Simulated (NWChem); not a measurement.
# C4H3FO; SMILES c1oc(F)cc1

Problem. Give the equilibrium geometry at PBE0/def2-SVP (NWChem) as a list of bonds and angles, with the point group.

Solution. point group Cs; any orientation.
Bonds (Å): F1–C2 1.305, C2–C3 1.358, C2–O6 1.329, C3–C4 1.435, C3–H7 1.086, C4–C5 1.360, C4–H8 1.088, C5–O6 1.362, C5–H9 1.086. Angles (°): F1–C2–C3 132.0, F1–C2–O6 115.3, C3–C2–O6 112.7, C2–C3–C4 104.2, C2–C3–H7 126.9, C4–C3–H7 128.9, C3–C4–C5 106.6, C3–C4–H8 127.0, C5–C4–H8 126.4, C4–C5–O6 110.0, C4–C5–H9 134.1, O6–C5–H9 115.9, C2–O6–C5 106.5.
